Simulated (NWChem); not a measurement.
System meant: CH3ClO2Si; SMILES O=C[Si@@H](O)Cl

The following NWChem deck was run.

```
start job
memory heap 200 mb stack 900 mb global 1100 mb
geometry units angstroms noautosym nocenter noautoz
  O     -0.689251     2.444882    -0.242964
  C     -0.139498     1.601785     0.439170
  Si     0.421305    -0.060769    -0.339893
  O      1.917452    -0.365554     0.289882
  Cl    -0.952079    -1.523553     0.217082
  H      0.034763     1.783549     1.526460
  H      0.396158     0.009414    -1.816774
  H      2.392985    -1.160961     0.009796
end
basis spherical
  * library def2-svp
end
dft
  xc m06-l
  iterations 150
end
property
  shielding
end
task dft property
```

End of the output:

```
 Vector   31  Occ=0.000000D+00  E= 3.968512D-02
              MO Center=  2.1D-02, -1.3D-01, -5.0D-01, r^2= 3.8D+00
   Bfn.  Coefficient  Atom+Function         Bfn.  Coefficient  Atom+Function
  ----- ------------  ---------------      ----- ------------  ---------------
    85      0.785950  7 H  s                 39      0.717252  3 Si px
    32     -0.667648  3 Si s                 31     -0.646354  3 Si s
    64      0.488616  5 Cl s                 72      0.389768  5 Cl py
    40      0.360835  3 Si py                17      0.334638  2 C  s
    41      0.335168  3 Si pz                80     -0.318465  6 H  s

 center of mass
 --------------
 x =  -0.01184604 y =  -0.03196535 z =   0.06564467

 moments of inertia (a.u.)
 ------------------
         819.081043751297         -22.911615737289           3.656691486421
         -22.911615737289         443.719416844129          39.148146950253
           3.656691486421          39.148146950253        1155.490461744440

     Multipole analysis of the density
     ---------------------------------

     L   x y z        total         alpha         beta         nuclear
     -   - - -        -----         -----         ----         -------
     0   0 0 0     -0.000000    -28.000000    -28.000000     56.000000

     1   1 0 0      0.862860     -1.009914     -1.009914      2.882688
     1   0 1 0     -0.667587     -0.453006     -0.453006      0.238425
     1   0 0 1     -0.003349     -1.571789     -1.571789      3.140229

     2   2 0 0    -30.473633   -117.207654   -117.207654    203.941675
     2   1 1 0     -1.442879     -2.791109     -2.791109      4.139338
     2   1 0 1     -1.649460      0.501469      0.501469     -2.652397
     2   0 2 0    -34.779497   -210.806114   -210.806114    386.832731
     2   0 1 1      2.128528      8.239340      8.239340    -14.350152
     2   0 0 2    -31.285391    -34.124863    -34.124863     36.964336

          -----------------------------------------
          Chemical Shielding Tensors (GIAO, in ppm)
          -----------------------------------------

 ------------------------------------------------------------------------
  xm06: d2 not coded                    0
 ------------------------------------------------------------------------
 ------------------------------------------------------------------------
  current input line :
    23: task dft property
 ------------------------------------------------------------------------
 ------------------------------------------------------------------------
 This error has not yet been assigned to a category
 ------------------------------------------------------------------------
 For more information see the NWChem manual at https://nwchemgit.github.io

0: xm06: d2 not coded:Received an Error in Communication
```

**Question.** Can this run be used? If not, why, and what is the fix?

**Answer.** The program stopped with an error. Cause: this functional's second derivatives, which shieldings need, aren't coded here; the fix takes a hybrid GGA instead. This input runs:
```
start job
memory heap 200 mb stack 900 mb global 1100 mb
geometry units angstroms noautosym nocenter noautoz
  O     -0.689251     2.444882    -0.242964
  C     -0.139498     1.601785     0.439170
  Si     0.421305    -0.060769    -0.339893
  O      1.917452    -0.365554     0.289882
  Cl    -0.952079    -1.523553     0.217082
  H      0.034763     1.783549     1.526460
  H      0.396158     0.009414    -1.816774
  H      2.392985    -1.160961     0.009796
end
basis spherical
  * library def2-svp
end
dft
  xc pbe0
  iterations 150
end
property
  shielding
end
task dft property
```
It converges to -939.25738 Ha (PBE0/def2-SVP, GIAO).
